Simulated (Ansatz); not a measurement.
Geometry optimisation, RKS PBE0/def2-SVP (Ansatz 0.2.0).

input.yaml

```yaml
crystal:
  periodic: [false, false, false]
  atoms:
    - { symbol: Al, position_ang: [0.04238, -0.455739, -0.467247] }
    - { symbol: F, position_ang: [-0.002649, -0.18832, 2.397692] }
    - { symbol: F, position_ang: [1.441703, 0.211225, -1.036633] }
    - { symbol: F, position_ang: [-1.414487, 0.188863, -0.895719] }
    - { symbol: H, position_ang: [0.092235, -1.774149, 0.375971] }
    - { symbol: H, position_ang: [-0.023282, -1.065379, 2.097136] }
basis:
  gaussian: { orbitals: def2-SVP }
hamiltonian:
  xc: pbe0
relax:
  f_tol: 0.03
  max_steps: 50
```

Launched with:

```bash
$ ansatz run input.yaml --threads 1 --pin off --max-ram 2048MiB --backend cpu --events-out ev --progress --plain --runs-dir out
```

Where does it end, and by what steps?

The forces met the threshold. After 11 steps the energy has fallen by 0.489 eV; F2 moved furthest, 0.68 Å. Joined: Al1–F2 (2.88 → 2.02 Å).

| step | energy less start (eV) | largest force component (eV/Å) | accepted |
| --- | --- | --- | --- |
| 0 | 0.0000 | 0.405 | yes |
| 1 | -0.0889 | 1.674 | yes |
| 2 | -0.2480 | 1.741 | yes |
| 3 | -0.4309 | 0.693 | yes |
| 4 | -0.4428 | 0.260 | yes |
| 5 | -0.4560 | 0.372 | yes |
| 6 | -0.4666 | 0.200 | yes |
| 7 | -0.4816 | 0.244 | yes |
| 8 | -0.4855 | 0.349 | yes |
| 9 | -0.4883 | 0.188 | yes |
| 10 | -0.4890 | 0.093 | yes |
| 11 | -0.4893 | 0.014 | yes |

```xyz
6
Properties=species:S:1:pos:R:3
Al 0.018 -0.529 -0.233
F 0.020 -0.058 1.735
F 1.424 0.243 -0.674
F -1.418 0.192 -0.660
H 0.048 -2.078 0.078
H 0.044 -0.853 2.225
```

Whether the end is a true minimum wasn't checked by a vibrational analysis.

The run took 14 s on 1 thread of Intel(R) Xeon(R) 6975P-C (Granite Rapids) (shared host), peak memory 0.14 GiB.
